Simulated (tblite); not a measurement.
Species: C4H2BrO3S (doublet state).
Numbering: `[CH:1]#[C:2]/[CH:3]=[C:4](/[Br:5])[S:6]([O:7])(=[O:8])=[O:9]` (hydrogens: H10 on C1; H11 on C3)
Bond orders are those of one Lewis drawing.

Computed with GFN2-xTB (tblite), gas phase: L-BFGS steps from a force-field or distance-geometry start until the largest atomic force falls under 0.01 eV/Å.

Step 4: E = -787.1595 eV
```
atom  x, y, z in Å  |  force x, y, z in eV/Å
C1      2.4186   -0.5897   -0.1220    2.099  -1.946   0.046
C2      1.5636    0.2285   -0.1254   -2.233   2.087   0.051
C3      0.5269    1.1952   -0.1044    0.340  -0.701  -0.027
C4     -0.7619    0.8923   -0.0817   -0.068  -0.173   0.139
Br5    -2.0740    2.1786   -0.0603   -0.221  -0.730   0.029
S6     -1.3243   -0.9845   -0.0547   -0.461  -0.567  -0.317
O7     -1.3796   -1.3710    1.3320    0.241   0.825  -0.152
O8     -0.3040   -1.6450   -0.8398    0.031   0.744   0.152
O9     -2.5997   -0.8233   -0.7169    0.313   0.387   0.134
H10     3.1746   -1.3417   -0.1124   -0.387   0.399  -0.039
H11     0.7653    2.2633   -0.1005    0.346  -0.325  -0.014
```

Step 5: E = -787.2527 eV
```
atom  x, y, z in Å  |  force x, y, z in eV/Å
C1      2.4251   -0.5942   -0.1211    0.153  -0.059   0.035
C2      1.5545    0.2374   -0.1237   -0.098   0.010   0.035
C3      0.5306    1.1851   -0.1052   -0.292  -0.167   0.015
C4     -0.7650    0.8940   -0.0766    0.204  -0.423   0.087
Br5    -2.0764    2.1587   -0.0596   -0.362  -0.538   0.036
S6     -1.3400   -1.0121   -0.0558    0.085   0.376  -0.848
O7     -1.3715   -1.3461    1.3266    0.101   0.403   0.617
O8     -0.2974   -1.6267   -0.8388   -0.011   0.471   0.066
O9     -2.5991   -0.8109   -0.7173   -0.021   0.199   0.002
H10     3.1706   -1.3374   -0.1134   -0.052   0.077  -0.031
H11     0.7741    2.2549   -0.1009    0.292  -0.348  -0.014
```

Step 6: E = -787.2883 eV
```
atom  x, y, z in Å  |  force x, y, z in eV/Å
C1      2.4270   -0.5941   -0.1202   -0.236   0.315   0.031
C2      1.5523    0.2383   -0.1225    0.296  -0.398   0.029
C3      0.5271    1.1788   -0.1053   -0.087   0.010   0.033
C4     -0.7629    0.8879   -0.0733   -0.077  -0.420   0.068
Br5    -2.0830    2.1428   -0.0588   -0.346  -0.517   0.044
S6     -1.3446   -1.0168   -0.0629    0.143   0.622  -0.375
O7     -1.3666   -1.3290    1.3288    0.065   0.367   0.389
O8     -0.2942   -1.6133   -0.8383    0.086   0.264  -0.092
O9     -2.6002   -0.8032   -0.7180   -0.152   0.112  -0.082
H10     3.1685   -1.3349   -0.1142    0.073  -0.036  -0.027
H11     0.7820    2.2461   -0.1012    0.233  -0.320  -0.018
```

Problem. Estimate the geometry and energy of step 7. (The exact step hangs on the optimiser's Hessian estimate; all steps are aligned on step 6, rigid shifts and turns removed.)

Solution. E = -787.3627 eV, largest force 1.108 eV/Å
```
atom  x, y, z in Å  |  force x, y, z in eV/Å
C1      2.4309   -0.5902   -0.1170   -0.470   0.526   0.025
C2      1.5484    0.2356   -0.1187    0.634  -0.805   0.014
C3      0.5224    1.1620   -0.1044   -0.272   0.140   0.095
C4     -0.7652    0.8620   -0.0628    0.022  -0.114  -0.013
Br5    -2.1084    2.0865   -0.0554   -0.306  -0.407   0.070
S6     -1.3552   -1.0140   -0.0791    0.340   0.948   0.461
O7     -1.3519   -1.2723    1.3360   -0.046   0.234  -0.234
O8     -0.2812   -1.5729   -0.8418   -0.005  -0.072  -0.222
O9     -2.6078   -0.7801   -0.7230   -0.235  -0.161  -0.153
H10     3.1650   -1.3291   -0.1171    0.270  -0.200  -0.018
H11     0.8083    2.2153   -0.1026    0.067  -0.088  -0.026
```

The energy changes by -0.0743 eV. The first-order estimate −F·Δx gives -0.1133 eV and the mean of the old and new forces, exact on a quadratic surface, -0.0738 eV. The step makes an angle of 47° with the force vector and moves no atom by more than 0.062 Å.

The cost below is that of the whole relaxation. The run took 0.29 s wall on one thread, Arm Neoverse V1 (aarch64), shared host with 32 logical CPUs at a one-minute load of 39.
